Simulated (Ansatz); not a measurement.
## Molecular dynamics of BF3H2O

The input (input.yaml):

```yaml
crystal:
  periodic: [false, false, false]
  atoms:
    - { symbol: B, position_ang: [0.002281, 0.133312, 0.116078] }
    - { symbol: O, position_ang: [0.011758, -0.081974, 1.601286] }
    - { symbol: H, position_ang: [-0.854989, -0.418228, 1.901779] }
    - { symbol: F, position_ang: [1.138022, -0.184933, -0.513026] }
    - { symbol: F, position_ang: [-1.17777, -0.116746, -0.482835] }
    - { symbol: F, position_ang: [0.067645, 1.779592, 0.464593] }
    - { symbol: H, position_ang: [0.026653, 1.211177, 1.430223] }
basis:
  gaussian: { orbitals: def2-SVP }
hamiltonian:
  xc: pbe
  dispersion: d4
md:
  timestep: 0.5
  n_steps: 200
  ensemble: nve
  temperature: 100.0
  initial_velocities: maxwell_boltzmann
  seed: 7771
```

Run as:

```bash
$ ansatz run input.yaml --threads 1 --pin off --max-ram 2048MiB --backend cpu --events-out ev --progress --plain --runs-dir out
```

It starts at the highest image of a converged band, a first-order saddle point between two minima.

Output, in part (step lines, the closing report, with atoms numbered from 0):

```
md step     0: t =     0.00 fs  T =   100.0 K  F+E_penalty+E_count = -10891.66196086 eV  E_kin = 0.064630 eV  conserved = -10891.59733086 eV  (25 SCF iters)
md step     1: t =     0.50 fs  T =    99.1 K  F+E_penalty+E_count = -10891.66136556 eV  E_kin = 0.064044 eV  conserved = -10891.59732142 eV  (28 SCF iters)
md step     2: t =     1.00 fs  T =    96.4 K  F+E_penalty+E_count = -10891.65961414 eV  E_kin = 0.062318 eV  conserved = -10891.59729645 eV  (28 SCF iters)
md step     3: t =     1.50 fs  T =    92.6 K  F+E_penalty+E_count = -10891.65708893 eV  E_kin = 0.059822 eV  conserved = -10891.59726648 eV  (28 SCF iters)
md step     4: t =     2.00 fs  T =    88.2 K  F+E_penalty+E_count = -10891.65425143 eV  E_kin = 0.057007 eV  conserved = -10891.59724408 eV  (28 SCF iters)
md step     5: t =     2.50 fs  T =    83.9 K  F+E_penalty+E_count = -10891.65144962 eV  E_kin = 0.054212 eV  conserved = -10891.59723723 eV  (28 SCF iters)
md step     6: t =     3.00 fs  T =    79.8 K  F+E_penalty+E_count = -10891.64879525 eV  E_kin = 0.051551 eV  conserved = -10891.59724466 eV  (28 SCF iters)
md step     7: t =     3.50 fs  T =    75.7 K  F+E_penalty+E_count = -10891.64617849 eV  E_kin = 0.048920 eV  conserved = -10891.59725813 eV  (28 SCF iters)
[... lines left out ...]
Total energy: -10891.88150502 eV, -400.2692625270 hartree
Atom 0 at     0.034236     0.605774    -0.289355 Å, force     0.937979     2.053398     0.174075 eV/Å
Atom 1 at    -0.114120    -0.845017     2.247303 Å, force     1.421465     0.950947     0.700000 eV/Å
Atom 2 at    -1.034088    -0.938558     2.026720 Å, force    -1.263544    -0.086291    -0.299214 eV/Å
Atom 3 at     1.180874    -0.046492    -0.452267 Å, force    -0.571491     0.237846    -0.041865 eV/Å
Atom 4 at    -1.124578    -0.014037    -0.195184 Å, force    -0.211468     0.056095    -0.202139 eV/Å
Atom 5 at     0.075348     2.005377    -0.276796 Å, force    -0.218459    -2.505161     0.074632 eV/Å
Atom 6 at    -0.094376    -0.024852     2.806345 Å, force    -0.094482    -0.706835    -0.405489 eV/Å
Dipole moment:    -0.316870     0.102444     0.208861 e Å
```

The steps, from the saved trajectory:

```json
{"time (fs)": "0.0", "T (K)": "100", "potential energy less start (eV)": "0.000", "conserved less start (meV/atom)": "0.00"}
{"time (fs)": "3.0", "T (K)": "80", "potential energy less start (eV)": "0.013", "conserved less start (meV/atom)": "0.01"}
{"time (fs)": "6.0", "T (K)": "53", "potential energy less start (eV)": "0.031", "conserved less start (meV/atom)": "0.02"}
{"time (fs)": "9.0", "T (K)": "53", "potential energy less start (eV)": "0.030", "conserved less start (meV/atom)": "0.01"}
{"time (fs)": "12.0", "T (K)": "69", "potential energy less start (eV)": "0.020", "conserved less start (meV/atom)": "0.01"}
{"time (fs)": "15.0", "T (K)": "89", "potential energy less start (eV)": "0.007", "conserved less start (meV/atom)": "0.02"}
{"time (fs)": "18.0", "T (K)": "131", "potential energy less start (eV)": "-0.020", "conserved less start (meV/atom)": "0.02"}
{"time (fs)": "21.0", "T (K)": "258", "potential energy less start (eV)": "-0.102", "conserved less start (meV/atom)": "0.02"}
{"time (fs)": "24.0", "T (K)": "442", "potential energy less start (eV)": "-0.221", "conserved less start (meV/atom)": "0.02"}
{"time (fs)": "27.0", "T (K)": "734", "potential energy less start (eV)": "-0.410", "conserved less start (meV/atom)": "-0.06"}
{"time (fs)": "30.0", "T (K)": "927", "potential energy less start (eV)": "-0.534", "conserved less start (meV/atom)": "0.01"}
{"time (fs)": "33.0", "T (K)": "1082", "potential energy less start (eV)": "-0.635", "conserved less start (meV/atom)": "-0.10"}
{"time (fs)": "36.0", "T (K)": "1011", "potential energy less start (eV)": "-0.589", "conserved less start (meV/atom)": "-0.08"}
{"time (fs)": "39.0", "T (K)": "919", "potential energy less start (eV)": "-0.529", "conserved less start (meV/atom)": "0.06"}
{"time (fs)": "42.0", "T (K)": "1069", "potential energy less start (eV)": "-0.627", "conserved less start (meV/atom)": "-0.10"}
{"time (fs)": "45.0", "T (K)": "1045", "potential energy less start (eV)": "-0.612", "conserved less start (meV/atom)": "-0.10"}
{"time (fs)": "48.0", "T (K)": "890", "potential energy less start (eV)": "-0.510", "conserved less start (meV/atom)": "0.05"}
{"time (fs)": "51.0", "T (K)": "947", "potential energy less start (eV)": "-0.548", "conserved less start (meV/atom)": "-0.03"}
{"time (fs)": "54.0", "T (K)": "1059", "potential energy less start (eV)": "-0.621", "conserved less start (meV/atom)": "-0.11"}
{"time (fs)": "57.0", "T (K)": "963", "potential energy less start (eV)": "-0.558", "conserved less start (meV/atom)": "-0.01"}
{"time (fs)": "60.0", "T (K)": "791", "potential energy less start (eV)": "-0.447", "conserved less start (meV/atom)": "0.00"}
{"time (fs)": "63.0", "T (K)": "751", "potential energy less start (eV)": "-0.421", "conserved less start (meV/atom)": "-0.05"}
{"time (fs)": "66.0", "T (K)": "788", "potential energy less start (eV)": "-0.445", "conserved less start (meV/atom)": "-0.02"}
{"time (fs)": "69.0", "T (K)": "793", "potential energy less start (eV)": "-0.448", "conserved less start (meV/atom)": "-0.02"}
{"time (fs)": "72.0", "T (K)": "733", "potential energy less start (eV)": "-0.409", "conserved less start (meV/atom)": "-0.05"}
{"time (fs)": "75.0", "T (K)": "676", "potential energy less start (eV)": "-0.372", "conserved less start (meV/atom)": "0.00"}
{"time (fs)": "78.0", "T (K)": "705", "potential energy less start (eV)": "-0.391", "conserved less start (meV/atom)": "-0.01"}
{"time (fs)": "81.0", "T (K)": "671", "potential energy less start (eV)": "-0.370", "conserved less start (meV/atom)": "-0.08"}
{"time (fs)": "84.0", "T (K)": "476", "potential energy less start (eV)": "-0.243", "conserved less start (meV/atom)": "0.00"}
{"time (fs)": "87.0", "T (K)": "456", "potential energy less start (eV)": "-0.230", "conserved less start (meV/atom)": "0.02"}
{"time (fs)": "90.0", "T (K)": "586", "potential energy less start (eV)": "-0.315", "conserved less start (meV/atom)": "-0.06"}
{"time (fs)": "93.0", "T (K)": "544", "potential energy less start (eV)": "-0.287", "conserved less start (meV/atom)": "-0.05"}
{"time (fs)": "96.0", "T (K)": "430", "potential energy less start (eV)": "-0.213", "conserved less start (meV/atom)": "0.02"}
{"time (fs)": "99.0", "T (K)": "429", "potential energy less start (eV)": "-0.213", "conserved less start (meV/atom)": "0.00"}
```

All steps were run. The conserved energy stayed within 0.12 meV per atom of its start (net change 0.012 meV per atom), so the integration is sound. The kinetic energy rose, since the run started high on the potential surface and went downhill. It ends in pieces (BF3 + H2O), so much of that is their flight and rotation, not heat. A run of 0.1 ps of so small a system gives no equilibrium averages. The orbitals stay closed-shell, which can raise the energy where a bond breaks towards radicals; this wasn't checked here.

Between its relaxed ends the band would form B1–F6, O2–H7 and break F6–H7. These pairs go: B1–F6 1.68 → 1.40 Å, O2–H7 1.30 → 0.99 Å, F6–H7 1.12 → 3.70 Å. In the last frame they stand as after the step (other bonds may differ from the relaxed reactants and products). Also parted: B1–O2 1.50 → 2.93 Å. It ends as BF3 + H2O. Pairs count as bonded within 1.25 times the sum of covalent radii (0.12 Å more for H–H).

Last frame:

```xyz
7
Properties=species:S:1:pos:R:3
B 0.034 0.606 -0.289
O -0.114 -0.845 2.247
H -1.034 -0.939 2.027
F 1.181 -0.046 -0.452
F -1.125 -0.014 -0.195
F 0.075 2.005 -0.277
H -0.094 -0.025 2.806
```

The run took 4.8 min on 1 thread of Arm Neoverse V2, on a shared host, peak memory 0.13 GiB.
